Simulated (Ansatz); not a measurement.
Relaxation of C$_{2}$H$_{10}$AlNSi (15 atoms, charge 0, multiplicity 1), to a largest force component of 0.02 eV/Å in at most 50 steps.

Computed with Ansatz, RKS B3LYP/cc-pVDZ.

```xyz
15
Properties=species:S:1:pos:R:3
C -1.295 -0.911 0.737
Si 0.360 -0.117 0.784
C 1.596 -1.399 0.293
Al 0.537 1.696 -0.738
N -1.077 2.124 -1.787
H -2.095 -0.084 1.005
H -1.525 -1.227 -0.298
H -1.359 -1.699 1.430
H 0.645 0.386 2.187
H 2.645 -0.949 0.362
H 1.407 -1.764 -0.698
H 1.598 -2.241 1.036
H 1.763 2.548 -0.917
H -1.370 1.282 -2.280
H -1.852 2.306 -1.087
```

Problem. Where does it end, and by what steps?

Solution. It converged. After 16 steps the energy has fallen by 1.165 eV; H15 moved furthest, 1.54 Å.

```json
{"step": "0", "energy less start (eV)": "0.0000", "largest force component (eV/Å)": "2.831", "accepted": "yes"}
{"step": "1", "energy less start (eV)": "-0.5219", "largest force component (eV/Å)": "0.979", "accepted": "yes"}
{"step": "2", "energy less start (eV)": "-0.6071", "largest force component (eV/Å)": "0.294", "accepted": "yes"}
{"step": "3", "energy less start (eV)": "-0.6339", "largest force component (eV/Å)": "0.589", "accepted": "yes"}
{"step": "4", "energy less start (eV)": "-0.6928", "largest force component (eV/Å)": "0.351", "accepted": "yes"}
{"step": "5", "energy less start (eV)": "-0.7783", "largest force component (eV/Å)": "0.615", "accepted": "yes"}
{"step": "6", "energy less start (eV)": "-0.8615", "largest force component (eV/Å)": "1.110", "accepted": "yes"}
{"step": "7", "energy less start (eV)": "-0.9732", "largest force component (eV/Å)": "0.598", "accepted": "yes"}
{"step": "8", "energy less start (eV)": "-1.0683", "largest force component (eV/Å)": "0.407", "accepted": "yes"}
{"step": "9", "energy less start (eV)": "-1.1257", "largest force component (eV/Å)": "0.445", "accepted": "yes"}
{"step": "10", "energy less start (eV)": "-1.1533", "largest force component (eV/Å)": "0.195", "accepted": "yes"}
{"step": "11", "energy less start (eV)": "-1.1608", "largest force component (eV/Å)": "0.072", "accepted": "yes"}
{"step": "12", "energy less start (eV)": "-1.1625", "largest force component (eV/Å)": "0.206", "accepted": "yes"}
{"step": "13", "energy less start (eV)": "-1.1638", "largest force component (eV/Å)": "0.091", "accepted": "yes"}
{"step": "14", "energy less start (eV)": "-1.1642", "largest force component (eV/Å)": "0.060", "accepted": "yes"}
{"step": "15", "energy less start (eV)": "-1.1645", "largest force component (eV/Å)": "0.021", "accepted": "yes"}
{"step": "16", "energy less start (eV)": "-1.1646", "largest force component (eV/Å)": "0.012", "accepted": "yes"}
```

```xyz
15
Properties=species:S:1:pos:R:3
C -1.346 -1.097 0.789
Si 0.337 -0.195 0.778
C 1.723 -1.442 0.360
Al 0.374 1.758 -0.735
N -1.105 2.199 -1.654
H -2.159 -0.421 1.103
H -1.597 -1.487 -0.211
H -1.327 -1.950 1.490
H 0.595 0.286 2.184
H 2.715 -0.963 0.403
H 1.593 -1.862 -0.651
H 1.720 -2.280 1.078
H 1.632 2.703 -1.000
H -1.998 1.715 -1.609
H -1.181 2.986 -2.295
```

The run took 54 s on 2 threads of Intel(R) Xeon(R) Platinum 8559C (Emerald Rapids), with other jobs on the host, peak memory 0.35 GiB.
